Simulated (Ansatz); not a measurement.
One change: `FC[SiH]([SiH3])[SiH3]` becomes `C=C[SiH]([SiH3])[SiH3]`.

Ansatz, PBE0-D4/def2-TZVP geometries, multiplicity 1. Each molecule was computed in one conformer, which needn't be the lowest.

```tsv
property	`FC[SiH]([SiH3])[SiH3]`
HOMO energy (PBE/def2-TZVPP) / eV	-6.86
HOMO energy (ωB97M-V/def2-TZVPP) / eV	-9.91
size of the dipole moment (PBE/def2-TZVPP) / D	1.35
HOMO energy (PBE0/def2-TZVPP) / eV	-7.93
LUMO energy (ωB97M-V/def2-TZVPP) / eV	1.28
LUMO energy (B3LYP/def2-TZVPP) / eV	-0.59
```

(1) Give the same properties after the change, and the shifts. (Estimate.)

Answers

(1) Computed: 
```tsv
property	`C=C[SiH]([SiH3])[SiH3]`	shift
HOMO energy (PBE/def2-TZVPP) / eV	-6.37	0.49
HOMO energy (ωB97M-V/def2-TZVPP) / eV	-9.35	0.56
size of the dipole moment (PBE/def2-TZVPP) / D	0.86	-0.49
HOMO energy (PBE0/def2-TZVPP) / eV	-7.37	0.56
LUMO energy (ωB97M-V/def2-TZVPP) / eV	1.23	-0.05
LUMO energy (B3LYP/def2-TZVPP) / eV	-0.94	-0.35
```

With PBE0 the HOMO rises by 0.56 eV and the LUMO falls by 0.31 eV, so the gap narrows by about 0.87 eV. PBE moves the HOMO by 0.49 eV and ωB97M-V by 0.56 eV. Dipoles are sizes alone; their direction can turn.

B3LYP here is the variant with VWN-RPA as its local correlation; programs differ in this.
